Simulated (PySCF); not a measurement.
Method: delta-SCF UKS SCAN, pcX-2 on the ionised atom, pcseg-1 elsewhere, spin-free X2C (PySCF 2.14.0). Geometries: PBE0-D3(BJ)/def2-SVP; isolated species, one conformer each. Values against the vacuum level. Spin–orbit and ligand-field terms were added within each 2p shell after the spin-free SCF.

(1) Rank by computed C 1s binding energy, lowest first.
A. C3 in `[CH3:1][O:2][CH2:3][SiH3:4]`
B. C1 in `[CH3:1][CH2:2][O:3][SiH3:4]`
C. C4 in `[CH3:1][O:2][SiH2:3][CH3:4]`
D. C4 in `[SiH3:1][O:2][C@H:3]1[CH:4]=[N:5]1`

(2) Rank by computed Si 1s binding energy, lowest first.
A. Silicon in `[SiH3]COC`
B. Silicon in `[SiH3]O[C@H]1C=N1`
C. Silicon in `CO[SiH2]C`

(3) Order these sites by rising Si 2p3/2 binding energy.
A. Silicon in `[SiH3]O[C@H]1C=N1`
B. Silicon in `CO[SiH2]C`
C. Silicon in `COC[SiH3]`

## Answers

(1) C (290.30 eV), B (290.75 eV), A (291.65 eV), D (292.58 eV).

From the lowest up, the atoms are bonded to: 3 H and Si (290.30); C and 3 H (290.75); O, 2 H and Si (291.65); N (double bond), C and H (292.58).

(2) A (1846.42 eV), C (1846.93 eV), B (1847.52 eV).

The highest is bonded to O and 3 H, the lowest to C and 3 H; the range is 1.10 eV.

(3) C (106.70 eV), B (107.04 eV), A (107.63 eV).

From the lowest up, the atoms are bonded to: C and 3 H (106.70); O, C and 2 H (107.04); O and 3 H (107.63).

1 of these hole states is spin-contaminated (⟨S²⟩ 0.87, against 0.75; counted from 0.85) and less certain.
